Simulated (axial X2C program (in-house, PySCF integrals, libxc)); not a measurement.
**Worked dissociation energy of SeS⁻: PBE0, 2c**

Calculated with an axial X2C code built on PySCF integrals. Two-component (2c) means X2C with spin–orbit coupling and atomic mean-field two-electron Coulomb and Gaunt terms. Basis: Se dyall-acv3z [9s10p7d5f1g], S dyall-av3z [9s8p3d2f] (cores contracted in-house); Gaussian nuclei, density fitting, unrestricted open shells. Masses: Se 79.917 u, S 31.972 u.

Molecular state: Ω = 3/2 (⟨Sz⟩ = 0.50, ⟨Lz⟩ = 1.00 at PBE0).

* E(Se) (2M_J = 4): -2428.794277 hartree
* E(S-) (2M_J = 1): -399.093541 hartree
* E(SeS⁻) at Re: -2828.022852 hartree
* ωe: 464.3 cm⁻¹
* ωexe: 1.45 cm⁻¹

(1) Work out De and D0.

One determinant describes the state; a PBE0 search over occupations chose it and may have missed a lower one. Dissociation energies refer to the lowest single-determinant-based atoms at the same level and basis. Density functionals use the spin component along the axis (collinear). In 2c an atomic determinant is not the ground J level, so De misses part of the atomic spin–orbit lowering. This holds for PBE0. The functionals have no current-density term, which raises determinants with orbital currents, atoms included. The highest occupied level of some functionals is positive through self-interaction error; at Hartree–Fock it is bound.

Each atomic determinant is the lowest at this level and need not be a pure J level. Totals compare only within one Hamiltonian and basis.

Results:

(1) De = -2428.794277 + (-399.093541) − (-2828.022852) = 0.13503 hartree = 3.674 eV. The zero-point energy is ωe/2 − ωexe/4 = 232 cm⁻¹ = 0.029 eV, so D0 = 3.646 eV.
